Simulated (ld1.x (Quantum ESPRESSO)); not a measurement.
## u(r) = r·R(r): atom against pseudo-atom (phosphorus)

Columns: radius, all-electron u(r) and pseudo u(r) of the 3p shell (level -35.45 eV) of phosphorus in the configuration [Ne] 3s2 3p0; PW91, non-relativistic, TM scheme, ld1.x (Quantum ESPRESSO) 7.5.

```csv
r (bohr),all-electron,pseudo
0.082,0.1322,-0.0050
0.165,0.3004,-0.0203
0.248,0.3835,-0.0454
0.330,0.3796,-0.0794
0.413,0.3120,-0.1222
0.495,0.2067,-0.1720
0.578,0.0804,-0.2288
0.660,-0.0507,-0.2898
0.742,-0.1791,-0.3542
0.825,-0.3006,-0.4211
0.908,-0.4101,-0.4879
0.990,-0.5047,-0.5516
1.072,-0.5853,-0.6113
1.155,-0.6528,-0.6656
1.238,-0.7067,-0.7121
1.320,-0.7472,-0.7490
1.402,-0.7758,-0.7762
1.485,-0.7938,-0.7938
1.568,-0.8017,-0.8017
1.650,-0.8010,-0.8010
1.733,-0.7927,-0.7927
1.815,-0.7782,-0.7782
1.898,-0.7583,-0.7583
1.980,-0.7344,-0.7344
2.062,-0.7072,-0.7072
2.145,-0.6774,-0.6774
```

How many radial nodes do the two functions have?

The all-electron 3p function has n − l − 1 = 1; the pseudo-wave has 0, since the states of the same l below it are removed with the core.

At about which radius was the pseudo-wave matched?

1.65 bohr. The columns agree to 0.0005 from 1.40 bohr on; several derivatives are matched, so the curves merge somewhat inside the radius.

Where does each function peak?

Outermost all-electron maximum near 1.57 bohr, pseudo maximum near 1.57 bohr (to the table’s step).

Is the pseudo-wave norm-conserving?

Yes: the TM scheme keeps the norm inside the radius equal to the all-electron one, which fixes the energy derivative of the logarithmic derivative at the level.
